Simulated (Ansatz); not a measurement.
Start from `OB1OC1S` and change one atom or group to get `OB1OC1Cl`.

Ansatz, PBE0-D4/def2-TZVP geometries, multiplicity 1. Each molecule was computed in one conformer, which needn't be the lowest.

```csv
property,`OB1OC1S`
LUMO energy (PBE0/def2-TZVPP) / eV,0.03
LUMO energy (B3LYP/def2-TZVPP) / eV,-0.30
HOMO energy (B3LYP/def2-TZVPP) / eV,-7.14
HOMO–LUMO gap (ωB97M-V/def2-TZVPP) / eV,11.12
HOMO–LUMO gap (PBE/def2-TZVPP) / eV,5.30
"ideal-gas entropy at 298 K and 1 bar (rigid rotor, harmonic PBE0-D4/def2-TZVP) / J/(mol·K)",311
```

(1) What does the change do to each property? (An estimate is asked.)

Results:

(1) The calculation gave: 
```
                                                                                  property  `OB1OC1Cl`  shift
                                                        LUMO energy (PBE0/def2-TZVPP) / eV        0.11   0.08
                                                       LUMO energy (B3LYP/def2-TZVPP) / eV       -0.25   0.05
                                                       HOMO energy (B3LYP/def2-TZVPP) / eV       -7.67  -0.53
                                                   HOMO–LUMO gap (ωB97M-V/def2-TZVPP) / eV       11.71   0.59
                                                       HOMO–LUMO gap (PBE/def2-TZVPP) / eV        5.66   0.36
ideal-gas entropy at 298 K and 1 bar (rigid rotor, harmonic PBE0-D4/def2-TZVP) / J/(mol·K)         304     -7
```

With PBE0 the HOMO falls by 0.51 eV and the LUMO rises by 0.08 eV, so the gap widens by about 0.59 eV. PBE moves the HOMO by -0.36 eV and ωB97M-V by -0.57 eV. The zero-point energy changes by -22.6 kJ/mol with -3 modes.

B3LYP here is the variant with VWN-RPA as its local correlation; programs differ in this.
